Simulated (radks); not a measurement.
Correlation energies from several functionals, in hartree. Species: La3+ [Xe]; He+ 1s1; Zn [Ar] 3d10 4s2; Yb+ [Xe] 4f14 6s1; Li+ [He]. All-electron calculation, non-relativistic Kohn-Sham, LDA (Slater exchange, Perdew-Wang correlation), spin-polarised, spherical densities, point nucleus. Program: a radial shooting solver on a logarithmic mesh with Libxc functionals. Every spin shell is full or empty, so the densities are truly spherical. Functionals are evaluated on that one density, not self-consistently.

| functional | La3+ | He+ | Zn | Yb+ | Li+ |
|---|---|---|---|---|---|
| PW92 | -5.3511 | -0.029195 | -2.6528 | -7.0709 | -0.13364 |
| VWN5 | -5.3739 | -0.029137 | -2.6652 | -7.1008 | -0.13428 |
| Wigner | -2.9084 | 0 | -1.5848 | -3.7069 | -0.10126 |
| PBE | -3.0004 | -0.0060890 | -1.4005 | -4.1035 | -0.044172 |
| LYP | -2.8135 | 0 | -1.4306 | -3.7089 | -0.047561 |
| P86 | -3.4042 | 0.0022520 | -1.5946 | -4.6202 | -0.044726 |
| PW91 | -3.2433 | -0.0072093 | -1.5207 | -4.4106 | -0.049967 |
| TPSS | -3.0021 | 0 | -1.4048 | -4.1014 | -0.045266 |
| revTPSS | -3.0349 | 0 | -1.4290 | -4.1382 | -0.048015 |
| SCAN | -2.9924 | 0 | -1.4257 | -4.1697 | -0.040184 |
| B95 | -3.7032 | 0 | -1.6755 | -5.0919 | -0.049754 |
| Tao-Mo | -2.9043 | 0 | -1.3356 | -4.0059 | -0.030669 |
